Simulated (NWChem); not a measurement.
Program: NWChem. System: BCl, charge 0, spin multiplicity 1, at a geometry optimised with PBE0/def2-SVP. The structure started from a generated list of species. Level: TD-B3LYP/6-31G* (spherical d), VWN1-RPA local correlation.

The NWChem input:

```
start mol
memory heap 200 mb stack 900 mb global 1100 mb
geometry units angstroms nocenter noautoz noautosym
  B      0.000000     0.000000    -1.328511
  Cl     0.000000     0.000000     0.390738
end
basis spherical
  * library 6-31g*
end
dft
  xc b3lyp
  semidirect memsize 60000000 filesize 0
  iterations 100
end
tddft
  rpa
  nroots 10
  notriplet
end
task tddft energy
```

NWChem printed:

```
             Northwest Computational Chemistry Package (NWChem) 7.3.0
             --------------------------------------------------------

                                NWChem Input Module
                                -------------------

 Scaling coordinates for geometry "geometry" by  1.889725989
 (inverse scale =  0.529177249)

                             Geometry "geometry" -> ""
                             -------------------------

 Output coordinates in angstroms (scale by  1.889725989 to convert to a.u.)

  No.       Tag          Charge          X              Y              Z
 ---- ---------------- ---------- -------------- -------------- --------------
    1 B                    5.0000     0.00000000     0.00000000    -1.32851100
    2 Cl                  17.0000     0.00000000     0.00000000     0.39073800

 Effective nuclear repulsion energy (a.u.)      26.1626245907

            Nuclear Dipole moment (a.u.)
            ----------------------------
        X                 Y               Z
 ---------------- ---------------- ----------------
     0.0000000000     0.0000000000    -0.0000170075


 Summary of "ao basis" -> "" (spherical)
 ------------------------------------------------------------------------------
       Tag                 Description            Shells   Functions and Types
 ---------------- ------------------------------  ------  ---------------------
 *                           6-31g*                   on all atoms

                                 NWChem DFT Module
                                 -----------------

 Summary of "ao basis" -> "ao basis" (spherical)
 ------------------------------------------------------------------------------
       Tag                 Description            Shells   Functions and Types
 ---------------- ------------------------------  ------  ---------------------
 B                           6-31g*                  6       14   3s2p1d
 Cl                          6-31g*                  8       18   4s3p1d

 Summary of "ao basis" -> "ao basis" (spherical)
 ------------------------------------------------------------------------------
       Tag                 Description            Shells   Functions and Types
 ---------------- ------------------------------  ------  ---------------------
 B                           6-31g*                  6       14   3s2p1d
 Cl                          6-31g*                  8       18   4s3p1d

            General Information
            -------------------
          SCF calculation type: DFT
          Wavefunction type:  closed shell.
          No. of atoms     :     2
          No. of electrons :    22
           Alpha electrons :    11
            Beta electrons :    11
          Charge           :     0
          Spin multiplicity:     1
          Use of symmetry is: off; symmetry adaption is: off
          Maximum number of iterations: 100
          AO basis - number of functions:    32
                     number of shells:    14
          Convergence on energy requested:  1.00D-06
          Convergence on density requested:  1.00D-05
          Convergence on gradient requested:  5.00D-04

              XC Information
              --------------
                         B3LYP Method XC Potential
                     Hartree-Fock (Exact) Exchange  0.200
                        Slater Exchange Functional  0.800 local
                    Becke 1988 Exchange Functional  0.720 non-local
              Lee-Yang-Parr Correlation Functional  0.810
                  VWN I RPA Correlation Functional  0.190 local

             Grid Information
             ----------------
          Grid used for XC integration:  medium
          Radial quadrature: Mura-Knowles
          Angular quadrature: Lebedev.
          Tag              B.-S. Rad. Rad. Pts. Rad. Cut. Ang. Pts.
          ---              ---------- --------- --------- ---------
          B                   0.85       49           7.0       434
          Cl                  1.00       88           7.0       590
          Grid pruning is: on
          Number of quadrature shells:   137
          Spatial weights used:  Erf1

          Convergence Information
          -----------------------
          Convergence aids based upon iterative change in
          total energy or number of iterations.
          Levelshifting, if invoked, occurs when the
          HOMO/LUMO gap drops below (HL_TOL):  1.00D-02
          DIIS, if invoked, will attempt to extrapolate
          using up to (NFOCK): 10 stored Fock matrices.

                    Damping( 0%)  Levelshifting(0.5)       DIIS
                  --------------- ------------------- ---------------
          dE  on:    start            ASAP                start
          dE off:    2 iters        100 iters           100 iters

      Screening Tolerance Information
      -------------------------------
          Density screening/tol_rho:  1.00D-10
          AO Gaussian exp screening on grid/accAOfunc:  14
          CD Gaussian exp screening on grid/accCDfunc:  20
          XC Gaussian exp screening on grid/accXCfunc:  20
          Schwarz screening/accCoul:  1.00D-08

      Superposition of Atomic Density Guess
      -------------------------------------

 Sum of atomic energies:        -483.97667121

      Non-variational initial energy
      ------------------------------

 Total energy =    -484.232812
 1-e energy   =    -719.376533
 2-e energy   =     208.981096
 HOMO         =      -0.251501
 LUMO         =       0.044900

------------------------------------------------------------
[...]
     Occ.   11  a   ---  Virt.   13  a   -0.14424 Y
  ----------------------------------------------------------------------------
  Root   3 singlet a              0.267084912 a.u.                7.2678 eV
  ----------------------------------------------------------------------------
     Transition Moments    X  0.00000   Y  0.00000   Z -0.00000
     Transition Moments   XX -0.00000  XY -0.00000  XZ  0.00000
     Transition Moments   YY  0.00000  YZ  0.00000  ZZ -0.00000
     Dipole Oscillator Strength                    0.0000000000
     Electric Quadrupole                           0.0000000000
     Magnetic Dipole                               0.0000000000
     Total Oscillator Strength                     0.0000000000

          sigma_e =   1.3824 Angstrom
          sigma_h =   1.1365 Angstrom
         |d_h->e| =   1.3642 Angstrom
            d_exc =   2.2503 Angstrom
            d_CD1 =   1.6101 Angstrom
            d_CD2 =   0.1048 Angstrom
            d_CD3 =   3.6145 Angstrom
     Pearson C.C. =   0.0000

     Occ.    9  a   ---  Virt.   12  a   -0.66043 X
     Occ.    9  a   ---  Virt.   13  a   -0.25234 X
     Occ.   10  a   ---  Virt.   12  a    0.25234 X
     Occ.   10  a   ---  Virt.   13  a   -0.66043 X
  ----------------------------------------------------------------------------
  Root   4 singlet a              0.271604483 a.u.                7.3907 eV
  ----------------------------------------------------------------------------
     Transition Moments    X -0.00000   Y  0.00000   Z  0.00000
     Transition Moments   XX -0.00284  XY -0.18703  XZ  0.00000
     Transition Moments   YY  0.00284  YZ -0.00000  ZZ  0.00000
     Dipole Oscillator Strength                    0.0000000000
     Electric Quadrupole                           0.0000000037
     Magnetic Dipole                               0.0000000000
     Total Oscillator Strength                     0.0000000037

          sigma_e =   1.3811 Angstrom
          sigma_h =   1.1364 Angstrom
         |d_h->e| =   1.3639 Angstrom
            d_exc =   2.2495 Angstrom
            d_CD1 =   1.6085 Angstrom
            d_CD2 =   0.1052 Angstrom
            d_CD3 =   3.6134 Angstrom
     Pearson C.C. =  -0.0004

     Occ.    9  a   ---  Virt.   12  a    0.17961 X
     Occ.    9  a   ---  Virt.   13  a    0.68378 X
     Occ.   10  a   ---  Virt.   12  a    0.68378 X
     Occ.   10  a   ---  Virt.   13  a   -0.17961 X
  ----------------------------------------------------------------------------
  Root   5 singlet a              0.271604485 a.u.                7.3907 eV
  ----------------------------------------------------------------------------
     Transition Moments    X  0.00000   Y  0.00000   Z  0.00000
     Transition Moments   XX -0.18703  XY  0.00284  XZ -0.00000
     Transition Moments   YY  0.18703  YZ -0.00000  ZZ -0.00000
     Dipole Oscillator Strength                    0.0000000000
     Electric Quadrupole                           0.0000000037
     Magnetic Dipole                               0.0000000000
     Total Oscillator Strength                     0.0000000037

          sigma_e =   1.3811 Angstrom
          sigma_h =   1.1364 Angstrom
         |d_h->e| =   1.3639 Angstrom
            d_exc =   2.2495 Angstrom
            d_CD1 =   1.6085 Angstrom
            d_CD2 =   0.1052 Angstrom
            d_CD3 =   3.6134 Angstrom
     Pearson C.C. =  -0.0004

     Occ.    9  a   ---  Virt.   12  a   -0.68378 X
     Occ.    9  a   ---  Virt.   13  a    0.17961 X
     Occ.   10  a   ---  Virt.   12  a    0.17961 X
     Occ.   10  a   ---  Virt.   13  a    0.68378 X
  ----------------------------------------------------------------------------
  Root   6 singlet a              0.308400872 a.u.                8.3920 eV
  ----------------------------------------------------------------------------
     Transition Moments    X -0.00000   Y  0.00000   Z -0.03878
     Transition Moments   XX -0.28889  XY  0.00000  XZ -0.00000
     Transition Moments   YY -0.28889  YZ  0.00000  ZZ  2.04470
     Dipole Oscillator Strength                    0.0003092145
     Electric Quadrupole                           0.0000002835
     Magnetic Dipole                               0.0000000000
     Total Oscillator Strength                     0.0003094980

          sigma_e =   1.6149 Angstrom
          sigma_h =   1.4784 Angstrom
         |d_h->e| =   0.2929 Angstrom
            d_exc =   2.3527 Angstrom
            d_CD1 =   0.4293 Angstrom
            d_CD2 =  -1.2538 Angstrom
            d_CD3 =   2.6455 Angstrom
     Pearson C.C. =  -0.1374

     Occ.    8  a   ---  Virt.   14  a    0.09199 X
     Occ.    9  a   ---  Virt.   12  a    0.18808 X
     Occ.    9  a   ---  Virt.   13  a   -0.49226 X
     Occ.   10  a   ---  Virt.   12  a    0.49226 X
     Occ.   10  a   ---  Virt.   13  a    0.18808 X
     Occ.   11  a   ---  Virt.   14  a    0.65764 X
     Occ.   11  a   ---  Virt.   15  a    0.05546 X
  ----------------------------------------------------------------------------
  Root   7 singlet a              0.379574795 a.u.               10.3288 eV
  ----------------------------------------------------------------------------
     Transition Moments    X  0.00000   Y -0.00000   Z  2.11367
     Transition Moments   XX  0.07301  XY -0.00000  XZ -0.00000
     Transition Moments   YY  0.07301  YZ  0.00000  ZZ -5.57422
     Dipole Oscillator Strength                    1.1305215334
     Electric Quadrupole                           0.0000030958
     Magnetic Dipole                               0.0000000000
     Total Oscillator Strength                     1.1305246292

          sigma_e =   1.8216 Angstrom
          sigma_h =   1.4621 Angstrom
         |d_h->e| =   0.3029 Angstrom
            d_exc =   2.4696 Angstrom
            d_CD1 =   0.6624 Angstrom
            d_CD2 =  -1.3389 Angstrom
            d_CD3 =   2.7725 Angstrom
     Pearson C.C. =  -0.1035

     Occ.    8  a   ---  Virt.   14  a    0.16306 X
     Occ.    8  a   ---  Virt.   16  a   -0.05643 X
     Occ.    9  a   ---  Virt.   12  a    0.16146 X
     Occ.    9  a   ---  Virt.   13  a   -0.42258 X
     Occ.    9  a   ---  Virt.   13  a    0.06967 Y
     Occ.   10  a   ---  Virt.   12  a    0.42258 X
     Occ.   10  a   ---  Virt.   12  a   -0.06967 Y
     Occ.   10  a   ---  Virt.   13  a    0.16146 X
     Occ.   11  a   ---  Virt.   14  a   -0.74564 X
     Occ.   11  a   ---  Virt.   14  a    0.08026 Y
     Occ.   11  a   ---  Virt.   15  a   -0.06530 X
     Occ.   11  a   ---  Virt.   19  a   -0.10987 X
  ----------------------------------------------------------------------------
  Root   8 singlet a              0.413370820 a.u.               11.2484 eV
  ----------------------------------------------------------------------------
     Transition Moments    X -0.68606   Y -0.36589   Z  0.00000
     Transition Moments   XX -0.00000  XY  0.00000  XZ  1.15820
     Transition Moments   YY  0.00000  YZ  0.61770  ZZ -0.00000
     Dipole Oscillator Strength                    0.1666019737
     Electric Quadrupole                           0.0000006481
     Magnetic Dipole                               0.0000000039
     Total Oscillator Strength                     0.1666026257

          sigma_e =   1.3914 Angstrom
          sigma_h =   1.2314 Angstrom
         |d_h->e| =   1.1988 Angstrom
            d_exc =   2.2281 Angstrom
            d_CD1 =   1.3588 Angstrom
            d_CD2 =  -0.1126 Angstrom
            d_CD3 =   3.4269 Angstrom
     Pearson C.C. =  -0.0219

     Occ.    8  a   ---  Virt.   12  a   -0.93380 X
     Occ.    8  a   ---  Virt.   13  a   -0.33233 X
     Occ.   10  a   ---  Virt.   15  a    0.06610 X
     Occ.   11  a   ---  Virt.   12  a    0.10978 X
     Occ.   11  a   ---  Virt.   12  a   -0.06096 Y
  ----------------------------------------------------------------------------
  Root   9 singlet a              0.413370821 a.u.               11.2484 eV
  ----------------------------------------------------------------------------
     Transition Moments    X -0.36589   Y  0.68606   Z  0.00000
     Transition Moments   XX -0.00000  XY  0.00000  XZ  0.61770
     Transition Moments   YY -0.00000  YZ -1.15819  ZZ -0.00000
     Dipole Oscillator Strength                    0.1666025828
     Electric Quadrupole                           0.0000006481
     Magnetic Dipole                               0.0000000039
     Total Oscillator Strength                     0.1666032348

          sigma_e =   1.3914 Angstrom
          sigma_h =   1.2314 Angstrom
         |d_h->e| =   1.1988 Angstrom
            d_exc =   2.2281 Angstrom
            d_CD1 =   1.3588 Angstrom
            d_CD2 =  -0.1126 Angstrom
            d_CD3 =   3.4269 Angstrom
     Pearson C.C. =  -0.0219

     Occ.    8  a   ---  Virt.   12  a    0.33233 X
     Occ.    8  a   ---  Virt.   13  a   -0.93380 X
     Occ.    9  a   ---  Virt.   15  a   -0.06610 X
     Occ.   11  a   ---  Virt.   13  a    0.10978 X
     Occ.   11  a   ---  Virt.   13  a   -0.06096 Y
  ----------------------------------------------------------------------------
  Root  10 singlet a              0.443473898 a.u.               12.0675 eV
  ----------------------------------------------------------------------------
     Transition Moments    X -0.08665   Y -0.04368   Z -0.00000
     Transition Moments   XX -0.00000  XY  0.00000  XZ -0.21783
     Transition Moments   YY  0.00000  YZ -0.10980  ZZ  0.00000
     Dipole Oscillator Strength                    0.0027841010
     Electric Quadrupole                           0.0000000276
     Magnetic Dipole                               0.0000008360
     Total Oscillator Strength                     0.0027849646

          sigma_e =   1.8012 Angstrom
          sigma_h =   1.1381 Angstrom
         |d_h->e| =   0.6474 Angstrom
            d_exc =   2.2296 Angstrom
            d_CD1 =   1.3105 Angstrom
            d_CD2 =  -0.8222 Angstrom
            d_CD3 =   2.8770 Angstrom
     Pearson C.C. =  -0.0031

     Occ.   10  a   ---  Virt.   14  a    0.99735 X

              Target root =      1
          Target symmetry = none
      Ground state energy =   -484.974326814708
        Excitation energy =      0.169639629246
     Excited state energy =   -484.804687185462

  stored tddft:energy   -484.80468718546234

 Task  times  cpu:        5.6s     wall:        5.6s

 Total times  cpu:        5.6s     wall:        5.6s
```
